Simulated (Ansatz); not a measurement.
W(NH)(S)(SH)2 (H₃NS₃W), SMILES [NH]=[W](=[S])([SH])[SH], multiplicity 1.

Geometry: B3LYP-D3(BJ)/def2-SVP. The spin state was assumed, not searched. The structure was generated by enumeration; whether it is a known compound was not checked. The def2 effective core potentials stand for the cores of W; spin–orbit coupling is left out. The values are those of a single conformer.

Two levels are set side by side: PBE/def2-SVPD (Ansatz, a quantum-chemistry and plane-wave program) and CAM-B3LYP/def2-SVPD (Ansatz). Energy differences of separate SCF runs at the same geometry; the states with an electron removed or added have multiplicity 2 and 2. Differences are taken from unrounded values.

```json
[
 {"quantity": "vertical ionisation energy (eV)", "PBE": "8.92"},
 {"quantity": "vertical electron affinity (eV)", "PBE": "1.02"},
 {"quantity": "vertical singlet–triplet gap (eV)", "PBE": "2.92"}
]
```

Q: These are the PBE values. What does CAM-B3LYP give? (The exact figures need the calculation; the answer reports its results.)

A: 
```json
[
 {"quantity": "vertical ionisation energy (eV)", "CAM-B3LYP": "9.36", "PBE minus CAM-B3LYP": "-0.43"},
 {"quantity": "vertical electron affinity (eV)", "CAM-B3LYP": "1.46", "PBE minus CAM-B3LYP": "-0.44"},
 {"quantity": "vertical singlet–triplet gap (eV)", "CAM-B3LYP": "2.95", "PBE minus CAM-B3LYP": "-0.03"}
]
```
